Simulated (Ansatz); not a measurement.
Basis-set extrapolation for C$_{2}$H$_{4}$FNSi (`N=C1[SiH2]C1F`) (PBE0-D4/def2-TZVP geometry, frozen core, Ansatz 0.2.0). Multiplicity 1, RHF reference.

```tsv
	def2-TZVPP	def2-QZVPP
HF	-520.879535	-520.898746
MP2 correlation	-0.885359	-0.952787
CCSD(T) correlation	-0.954815	not run
```

Energies in hartree. Use E(X) = E(∞) + A·exp(−7.88·√X) for Hartree–Fock and E(X) = E(∞) + B·X^(−2.97) for correlation, with X = 3 and 4, and add CCSD(T) minus MP2 of the smaller set to the MP2 limit.

Task: What is the CCSD(T) energy at the basis-set limit?

Result: HF limit: -520.898746 + (-0.019211) × 0.13774 = -520.90139. MP2 limit: -0.952787 + (-0.067428) × 0.74074 = -1.00273. Higher-order term: -0.954815 − (-0.885359) = -0.06946. Total: -521.97358 hartree, 365.5 kJ/mol below CCSD(T)/def2-TZVPP.
